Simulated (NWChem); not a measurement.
System: SiHCl, singlet; SMILES [SiH]Cl

Parts of the log:

```
             Northwest Computational Chemistry Package (NWChem) 7.3.0
             --------------------------------------------------------

                             Geometry "geometry" -> ""
                             -------------------------

 Output coordinates in angstroms (scale by  1.889725989 to convert to a.u.)

  No.       Tag          Charge          X              Y              Z
 ---- ---------------- ---------- -------------- -------------- --------------
    1 Si                  14.0000    -0.10840700    -1.11381000     0.00000000
    2 H                    1.0000     1.41081900    -1.31401800     0.00000000
    3 Cl                  17.0000    -0.01045700     0.99435100     0.00000000

 Effective nuclear repulsion energy (a.u.)      67.8301074543

                              NWChem Property Module
                              ----------------------

                                 NWChem DFT Module
                                 -----------------

 Summary of "ao basis" -> "ao basis" (spherical)
 ------------------------------------------------------------------------------
       Tag                 Description            Shells   Functions and Types
 ---------------- ------------------------------  ------  ---------------------
 Si                         6-31+g*                 10       22   5s4p1d
 H                          6-31+g*                  2        2   2s
 Cl                         6-31+g*                 10       22   5s4p1d

            General Information
            -------------------
          SCF calculation type: DFT
          Wavefunction type:  closed shell.
          No. of atoms     :     3
          No. of electrons :    32
           Alpha electrons :    16
            Beta electrons :    16
          Charge           :     0
          Spin multiplicity:     1
          Use of symmetry is: off; symmetry adaption is: off
          Maximum number of iterations: 150
          AO basis - number of functions:    46
                     number of shells:    22
          Convergence on energy requested:  1.00D-06
          Convergence on density requested:  1.00D-05
          Convergence on gradient requested:  5.00D-04

              XC Information
              --------------
                        BHLYP Method XC Functional
                     Hartree-Fock (Exact) Exchange  0.500
                        Slater Exchange Functional  0.500 local
                    Becke 1988 Exchange Functional  0.500 non-local
              Lee-Yang-Parr Correlation Functional  1.000

             Grid Information
             ----------------
          Grid used for XC integration:  medium
          Radial quadrature: Mura-Knowles
          Angular quadrature: Lebedev.
          Tag              B.-S. Rad. Rad. Pts. Rad. Cut. Ang. Pts.
          ---              ---------- --------- --------- ---------
          Si                  1.10       88          11.0       590
          H                   0.35       45          10.0       434
          Cl                  1.00       88          12.0       590
          Grid pruning is: on
          Number of quadrature shells:   221
          Spatial weights used:  Erf1

      Superposition of Atomic Density Guess
      -------------------------------------

 Sum of atomic energies:        -748.76725484

      Non-variational initial energy
      ------------------------------

 Total energy =    -748.906560
 1-e energy   =   -1171.078844
 2-e energy   =     354.342177
 HOMO         =      -0.233842
 LUMO         =      -0.070145

   convergence    iter        energy       DeltaE   RMS-Dens  Diis-err
 ---------------- ----- ----------------- --------- --------- ---------
 d= 0,ls=0.0,diis     1   -750.2158410342 -8.18D+02  1.58D-02  1.45D-01
 d= 0,ls=0.0,diis     2   -750.2299718802 -1.41D-02  7.08D-03  7.40D-02
 d= 0,ls=0.0,diis     3   -750.2426986410 -1.27D-02  1.22D-03  2.04D-03
 d= 0,ls=0.0,diis     4   -750.2430403045 -3.42D-04  2.93D-04  1.30D-04
 d= 0,ls=0.0,diis     5   -750.2430625804 -2.23D-05  9.73D-05  2.82D-06
  Resetting Diis
 d= 0,ls=0.0,diis     6   -750.2430638332 -1.25D-06  1.73D-05  1.24D-07
 d= 0,ls=0.0,diis     7   -750.2430638871 -5.40D-08  4.53D-06  5.52D-09

         Total DFT energy =     -750.243063887134
      One electron energy =    -1172.004223244130
           Coulomb energy =      403.443790459097
    Exchange-Corr. energy =      -49.512738556441
 Nuclear repulsion energy =       67.830107454341

 Numeric. integr. density =       31.999997262232

                       DFT Final Molecular Orbital Analysis
                       ------------------------------------

 Vector   14  Occ=2.000000D+00  E=-4.029009D-01
              MO Center= -1.7D-02,  8.5D-01,  7.5D-09, r^2= 1.4D+00
   Bfn.  Coefficient  Atom+Function         Bfn.  Coefficient  Atom+Function
  ----- ------------  ---------------      ----- ------------  ---------------
    33      0.689837  3 Cl pz                37      0.371019  3 Cl pz
    29     -0.269393  3 Cl pz                 9      0.138956  1 Si pz
    13      0.057220  1 Si pz                 5     -0.055633  1 Si pz
    19      0.046349  1 Si d -1              41      0.028763  3 Cl pz
    43     -0.027237  3 Cl d -1

[...]

 DFT Linear Response polarizability / au
 Frequency  =       0.0000000 / au
              X              Y              Z
 -----------------------------------------------
 X      35.1429283     -1.4498626     -0.0000000
 Y      -1.4497890     49.8141664      0.0000000
 Z      -0.0000000      0.0000000     27.1172060
 -----------------------------------------------
 Eigenvalues =      35.0010204     49.9560742     27.1172060
 Isotropic   =      37.3581002
 Anisotropic =      20.0925616
 -----------------------------------------------

 Magnetic Dipole Response Matrix (nonzero elements):

 Exiting AOResponse driver routine
```

Level: BHandHLYP/6-31+G* (spherical d). Low-valent species are run as closed-shell singlets; no triplet was tried in these runs. Geometry: optimised at B3LYP/6-31G* (spherical d).

Reconstruct the input file.

One answer among several that fit: the input that was run:
```
start job
memory heap 200 mb stack 700 mb global 900 mb
geometry units angstroms noautosym nocenter noautoz
  Si    -0.108407    -1.113810     0.000000
  H      1.410819    -1.314018     0.000000
  Cl    -0.010457     0.994351     0.000000
end
basis spherical
  * library 6-31+g*
end
dft
  xc bhlyp
  iterations 150
end
property
  response 1 0.0
end
task dft property
```
